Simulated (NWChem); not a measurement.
## hydrogen telluride (H$_{2}$Te) in NWChem

SMILES: [TeH2]
```xyz
3

Te     0.0000     0.0000     0.0441
H     -1.1845     0.0000    -1.1474
H      1.1845     0.0000    -1.1474
```
Charge 0, spin multiplicity 1.

Everything below was run with NWChem. All single points use one geometry, from PBE/def2-SVP with def2 effective core potentials on Te, a minimum by its harmonic frequencies.

Symmetry labels belong to the abelian group C2v used in the runs, with the axes of the coordinates shown; states degenerate in a higher group split over its labels.

Effective core potentials replace the inner electrons of Te; spin-orbit coupling is left out.

### Question
List the lowest 4 singlet excitations that TD-PBE/def2-SVPD with def2 effective core potentials on Te gives, with oscillator strengths.

### Answer
```json
[
 {"state": "1", "symmetry": "a2", "energy (eV)": "4.01", "wavelength (nm)": "309", "f": "0.000"},
 {"state": "2", "symmetry": "b2", "energy (eV)": "4.58", "wavelength (nm)": "271", "f": "0.041"},
 {"state": "3", "symmetry": "a2", "energy (eV)": "6.06", "wavelength (nm)": "205", "f": "0.000"},
 {"state": "4", "symmetry": "b2", "energy (eV)": "6.13", "wavelength (nm)": "202", "f": "0.000"}
]
```
